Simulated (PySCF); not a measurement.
**Vertical excitation energies**

C6H9PS.
InChI=1S/C6H9PS/c1-3-6-7-4-5(2)8-6/h4H,3H2,1-2H3

Computed, not measured: TDDFT CAM-B3LYP/def2-SVPD, vertical, gas phase, core orbitals frozen in the response (PySCF). One conformer (not necessarily the lowest) at the GFN2-xTB geometry, without solvent, vibrations or thermal averaging. Torsions of this conformer, `[CH3:1][CH2:2][c:3]1[p:4][cH:5][c:6]([CH3:7])[s:8]1`: C1–C2–C3–P4 93°.

List the vertical singlet excitations with oscillator strengths and describe the spectrum.

| state | E (eV) | E (hartree) | f | main configurations (H = HOMO, L = LUMO) |
| --- | --- | --- | --- | --- |
| S1 | 4.66 | 0.1711 | 0.121 | H→L (95%) |
| S2 | 5.18 | 0.1903 | 0.050 | H-1→L (82%), H→L+3 (15%) |
| S3 | 5.31 | 0.1950 | 0.0053 | H-2→L (80%), H→L+1 (13%) |
| S4 | 5.38 | 0.1978 | 0.0015 | H→L+1 (59%), H-2→L (16%), H→L+2 (10%) |
| S5 | 6.09 | 0.2239 | 0.0051 | H-1→L+1 (67%), H-1→L+2 (9%) |
| S6 | 6.17 | 0.2269 | 0.209 | H→L+3 (66%), H-1→L (10%), H→L+2 (9%) |
| S7 | 6.21 | 0.2283 | 0.031 | H→L+2 (59%), H→L+1 (10%), H→L+4 (9%) |
| S8 | 6.73 | 0.2472 | 0.0042 | H→L+7 (35%), H→L+6 (27%), H→L+5 (12%) |

Triplets (Tamm–Dancoff): T1 2.83 eV, H→L (94%); T2 4.16 eV, H-1→L (82%); T3 4.55 eV, H-2→L (89%).

The lowest singlet lies at 4.66 eV (266 nm, ultraviolet) and is of moderate strength; its leading configuration is HOMO→LUMO (95%). The most intense listed level is S6 at 6.17 eV (201 nm, f = 0.209), 1.52 eV above S1. Löwdin shares by element: HOMO carbon 42% or more, phosphorus 28%, sulfur 9% (atoms not listed hold the other 22%); LUMO carbon 34% or more, phosphorus 27%, sulfur 21% (atoms not listed hold the other 18%). The listed states span 2.07 eV, and the widest gap between neighbours is 0.71 eV (S4 to S5). The oscillator strengths of these states sum to 0.428; summed over the whole spectrum of an exact calculation they would give the number of electrons, 76 (Thomas–Reiche–Kuhn). Weighted by f, the mean energy of these states is 5.62 eV. The window holds the lowest 8 singlets.
